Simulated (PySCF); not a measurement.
Si(Cl)(H)(OSiH3)2, SMILES O([SiH](Cl)O[SiH3])[SiH3] (H7ClO2Si3) (PBE0/def2-SVP optimised geometry):

```
13

Si    -0.768     1.060     0.169
Cl    -2.486     0.087    -0.456
O     -0.972     1.499     1.731
Si    -1.799     1.245     3.156
O      0.492     0.033     0.000
Si     0.997    -1.556     0.000
H     -0.544     2.256    -0.660
H     -1.689    -0.186     3.566
H     -3.236     1.603     2.982
H     -1.183     2.114     4.195
H      2.486    -1.556     0.000
H      0.490    -2.251    -1.218
H      0.494    -2.256     1.219
```

Calculation: PBE0/def2-TZVP (PySCF).

Task: What are the frontier orbital energies and the dipole moment?

Result: HOMO-2 -9.26 eV, HOMO-1 -9.17 eV, HOMO -9.01 eV, LUMO -0.17 eV, LUMO+1 0.25 eV; dipole moment 0.84 D.

On the same geometry PBE/def2-TZVP in PySCF 2.14.0 gives HOMO-2 -7.82 eV, HOMO-1 -7.72 eV, HOMO -7.55 eV, LUMO -1.05 eV, LUMO+1 -0.64 eV; dipole moment 0.81 D.

Meta-Löwdin charges at PBE0/def2-TZVP: Si1 1.22, Cl2 -0.32, O3 -0.83, Si4 0.74, O5 -0.83, Si6 0.74, H7 -0.11, H8 -0.11, H9 -0.10, H10 -0.10, H11 -0.10, H12 -0.10, H13 -0.11.
